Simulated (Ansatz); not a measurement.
F3Ga, triplet, at a GFN2-xTB geometry (such geometries of metal compounds can be far from the true shape) (a higher spin typed on purpose: for a closed-shell molecule this is an excited state), with bond 2-1 at 2.2 times its length; PBE0/3-21G run with Ansatz (a program for electronic structure).

Ansatz was given this input:
Ansatz 0.2 input:
```yaml
crystal:
  periodic: [false, false, false]
  atoms:
    - {symbol: Ga, position_ang: [-0.22935533, -0.05016553, 0.16489429]}
    - {symbol: F, position_ang: [-3.51758456, -2.66852277, -0.38709114]}
    - {symbol: F, position_ang: [0.69331432, 1.52712243, -0.77539039]}
    - {symbol: F, position_ang: [1.82069235, -0.11400212, 0.29342934]}
basis:
  gaussian:
    orbitals: 3-21G.json
hamiltonian:
  xc: pbe0
magnetization: {spin_polarized: true, initial_magnetization: 2}
scf: {lower_state_search: standard}
```
The basis file holds 3-21G in the JSON format of the Basis Set Exchange.

It wrote (shortened):

```
Functional definition: PBE0
474 factors; integrals over basis functions are off by at most 2.6e-4 eV
mean field evaluation 1: about -60202.2624 eV, gradient 3.8e1 eV
mean field evaluation 2: about -60066.0171 eV, gradient 1.6e2 eV
mean field evaluation 4: about -60208.4754 eV, gradient 3.1e0 eV
mean field evaluation 8: about -60208.5546 eV, gradient 8.4e-1 eV
mean field evaluation 16: about -60208.5642 eV, gradient 2.7e-3 eV
mean field evaluation 32: about -60208.5991 eV, gradient 1.0e-1 eV
mean field evaluation 64: about -60208.5642 eV, gradient 1.4e-4 eV
mean field evaluation 96: about -60208.5988 eV, gradient 4.6e-3 eV
mean field -60208.59939600 eV, -2212.6252169485 hartree, gradient 6.0e-6 eV, S^2 2.012190; 8 other end points of the search recorded, 0 dependent functions left out
reference -60208.59942581 eV, -2212.6252180441 hartree; 30, 28 occupied and 20, 22 virtual orbitals, 474 factors
Total energy: -60208.59942581 eV, -2212.6252180441 hartree
```
